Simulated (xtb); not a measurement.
B(H)2(SiH3) (BH5Si), SMILES B[SiH3]. All values are semi-empirical tight-binding results from xtb (GFN2-xTB unless named), good for trends rather than for accurate numbers. Geometry: GFN2-xTB.

Optimised geometry:

```xyz
7

B     -0.6991    -1.2135     0.1508
H     -0.3301    -2.0378     0.8955
H     -1.6832    -1.4446    -0.4393
Si     0.2723     0.4706    -0.0634
H      0.0271     1.3875     1.0640
H     -0.0657     1.2533    -1.2623
H      1.7355     0.3213    -0.1246
```
Charge 0, spin multiplicity 1.

The orbital gap comes out as 2.55 eV and the dipole moment is 1.21 D. The zero-point energy comes out as 26.5 kcal/mol and the G − E(el) at 298.15 K (modified RRHO) is 10.2 kcal/mol. The static polarisability (D4 model) is 45.5 bohr³ and the solvation energy, GFN2-xTB/ALPB(water) comes out as -0.6 kcal/mol. The solvation energy, GFN2-xTB/ALPB(methanol) comes out as -2.1 kcal/mol.

Question: Give the atomic charges and the Wiberg bond orders between heavy atoms. (The exact figures need the calculation; the answer reports its results.)

Answer: charges (e) B1 0.18, H2 -0.10, H3 -0.10, Si4 0.38, H5 -0.12, H6 -0.12, H7 -0.12. Bond orders B1–Si4 0.92.
